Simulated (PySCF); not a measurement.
Computed structure and properties of PrCl3(H2O)

System: PrCl3(H2O) (singlet in the valence; each metal's 4f electrons, 2 of them, lie in its core potential, out of spins and levels); start: template (Cs). Method: PySCF 2.14.0, RKS PBE0, Pr lcecp-1-SVP with ECP48, Cl def2-SVP, O def2-SVP, H def2-SVP; non-relativistic Hamiltonian with scalar-relativistic core potentials where named; density fitting; no spin-orbit coupling.

Input of the relaxation:

```python
mol = gto.M(atom='''
Pr    -0.10351     0.10351    -0.10351
Cl     1.45089     1.65791     1.45089
Cl    -1.65791    -1.45089     1.45089
Cl     1.45089    -1.45089    -1.65791
O     -1.56711     1.56711    -1.56711
H     -1.90771     2.45221    -1.36321
H     -1.90771     1.36321    -2.45221''',
    basis={'Pr': 'lcecp-1-SVP', 'Cl': 'def2-SVP', 'O': 'def2-SVP', 'H': 'def2-SVP'},
    ecp={'Pr': 'lcecp-1-SVP'},
    charge=0, spin=0)
mf = dft.RKS(mol, xc='PBE0')
mf.grids.atom_grid = (50, 194)  # f atoms: unpruned, at least (60, 302)
mf = mf.density_fit()  # fitting sets: Pr AutoAux, Cl def2-universal-JKFIT, O def2-universal-JKFIT, H def2-universal-JKFIT
mf.conv_tol = 1e-08; mf.max_cycle = 55
mf.kernel(dm0)  # dm0: converged density of the start geometry
# quasi-Newton relaxation in Cartesian coordinates to a largest gradient under 0.00045 Eh/bohr, steps kept in the point group
```

Run from Python with OMP_NUM_THREADS=2; the lines above give its settings. Where DIIS fails, smearing, a level shift and second-order steps follow.
It took 3 min on 2 threads of Intel(R) Xeon(R) Platinum 8259CL CPU @ 2.50GHz (Skylake/Cascade Lake) (shared host), from the converged density of the start.

Course of the relaxation:

| step | energy above end (eV) | largest force component within the symmetry (eV/Å) |
| --- | --- | --- |
| 0 | 0.3649 | 0.921 |
| 1 | 0.1530 | 0.499 |
| 2 | 0.0716 | 0.165 |
| 3 | 0.0583 | 0.121 |
| 4 | 0.0193 | 0.107 |
| 5 | 0.0106 | 0.115 |
| 6 | 0.0041 | 0.046 |
| 7 | 0.0031 | 0.033 |
| 12 | 0.0010 | 0.045 |
| 13 | 0.0006 | 0.060 |
| 14 | 0.0004 | 0.073 |
| 15 | 0.0002 | 0.077 |
| 16 | 0.0000 | 0.015 |
| 17 | 0.0000 | 0.014 |
(The steps between are left out.)

Relaxed geometry (Cs):

```xyz
7

Pr   -0.0222   -0.0680    0.0680
Cl    1.0924    1.9664    1.2141
Cl   -1.7971   -1.3912    1.3912
Cl    1.0924   -1.2141   -1.9664
O    -1.3992    1.3968   -1.3968
H    -1.6043    2.3258   -1.2265
H    -1.6043    1.2265   -2.3258
```

```csv
contact,Å
Pr1–Cl2 (Cl),2.587
Pr1–Cl3 (Cl),2.579
Pr1–Cl4 (Cl),2.587
Pr1–O5 (H2O),2.487
```

On the finer grid (75, 302):

| Property | Result |
| --- | --- |
| HOMO | -8.35 eV |
| LUMO | -1.49 eV |
| Dipole about the centre of mass | 5.55 D |
| Set of Mulliken populations of Pr1 outside the core potential | s 2.21, p 6.36, d 1.43, f 0.07 |
| D3(BJ) dispersion energy (not in the energies) | -0.179 eV |

| atom | Mulliken (e) | Löwdin (e) | spin (e) |
| --- | --- | --- | --- |
| Pr1 | 0.93 | 0.02 | 0.00 |
| Cl2 | -0.38 | -0.10 | 0.00 |
| Cl3 | -0.37 | -0.09 | 0.00 |
| Cl4 | -0.38 | -0.10 | 0.00 |
| O5 | -0.29 | 0.00 | 0.00 |
| H6 | 0.24 | 0.14 | 0.00 |
| H7 | 0.24 | 0.14 | 0.00 |

The 4f levels lie in the core potential and are missing. Their spin isn't counted.

On the grid (50, 194), as all that follows. Harmonic modes: 1 unstable but soft, so probably a saddle point, though modes this soft are near the noise (counted below −25 cm⁻¹); lowest -35 cm⁻¹ (negative: unstable), highest 3932 cm⁻¹, zero-point energy 0.729 eV.

Taking off one Cl (charge -1, singlet; the rest: singlet) in vacuum, both parts rigid, costs 8.71 eV; the small basis without counterpoise inflates it. Most of it is the attraction of opposite charges; other ways to part are cheaper, and one spin state was tried for the rest.

Rigid scan of Cl along the line from its metal:

```
distance to Cl2 (Å)  energy (eV)
               2.29        0.712
               2.39        0.278
               2.49        0.061
               2.59        0.000
               2.69        0.048
               2.79        0.172
               2.99        0.554
               3.29        1.259
               3.69        2.181
               4.19        3.142
```

Taking off one H2O (charge 0, singlet; the rest: singlet) in vacuum, both parts rigid, costs 1.43 eV; the small basis without counterpoise inflates it.

Rigid scan of H2O along the line from its metal:

```
distance to O5 (Å)  energy (eV)
              2.19        0.385
              2.29        0.145
              2.39        0.031
              2.49        0.000
              2.59        0.023
              2.69        0.079
              2.89        0.239
              3.19        0.495
              3.59        0.773
              4.09        1.007
```

One start shape was tried, so this needn't be the lowest isomer.

An lcecp potential fixes the number of 4f electrons, so in runs with it no electron can move into or out of that shell.
